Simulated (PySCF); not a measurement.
Exercise with solution: oscillator strength and radiative lifetime

C4H8BN, SMILES C1CB(N)C=1C.

Geometry: B3LYP-D3(BJ)/def2-SVP. This is a generated structure with no PubChem entry under its InChIKey; it may be hypothetical. Other conformers were not sampled.

TDA-PBE/def2-SVPD in PySCF puts the first singlet state with f over 0.02 at 5.82 eV (vertical), with the transition dipole (-0.786, -0.215, 0.000) in atomic units.

### Question
Find the oscillator strength, the wavelength and the radiative lifetime that this transition would have in vacuum if emission retraced absorption.

### Answer

|μ|² = 0.6640 au, so |μ| = 2.07 D. ΔE = 5.82/27.211 = 0.2139 hartree. f = (2/3) ΔE |μ|² = 0.095 (the program prints 0.095).
λ = 1239.84/5.82 = 213 nm; ν = 46941 cm⁻¹.
Einstein's coefficient A = 0.6670 ν² f s⁻¹ (ν in cm⁻¹) = 1.4e8 s⁻¹, so τ = 1/A = 7.2 ns. This state is S3; the lower singlets have f = 0.003, 0.000. The figure is the radiative limit of this one transition; relaxation, internal conversion, crossing to triplets and a medium change what is measured.
